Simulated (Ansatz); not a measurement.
System: WO (charge 0, triplet). The spin state was set by rule; other spins were not relaxed. SMILES: [O]=[W]
Geometry: optimised at B3LYP-D3(BJ)/def2-TZVP (Ansatz, a quantum-chemistry and plane-wave program).

Property: vertical ionisation energy (to the quartet state of charge +1; each state is the SCF solution reached for its spin; the UHF <S^2> is 4.11 for the quartet (pure: 3.75) and 2.50 for the triplet (pure: 2.00); for the quartet T1 is 0.056; for the triplet the Hartree-Fock reference is unstable and T1 is 0.073), in eV. Correlated levels leave the core frozen unless marked. Open shells are spin-unrestricted. Spin-orbit coupling is left out. The frozen core is the preceding noble-gas configuration, with the filled d and f shells of earlier blocks. Past Kr the def2 sets carry scalar-relativistic core potentials. 

| level | program | vertical ionisation energy (eV) |
|---|---|---|
| SVWN5/def2-TZVPD | Ansatz | 8.12 |
| PBE/def2-TZVPD | Ansatz | 7.69 |
| B3LYP/def2-TZVPD | Ansatz | 7.96 |
| PBE0/def2-TZVPD | Ansatz | 7.60 |
| BHLYP/def2-TZVPD | Ansatz | 7.77 |
| wB97M-V/def2-TZVPD | Ansatz | 7.90 |
| CCSD/def2-SVPD | Ansatz | 7.47 |
| CCSD/def2-QZVPPD | Ansatz | 7.66 |
| CCSD(T)/def2-TZVPPD | Ansatz | 7.74 |
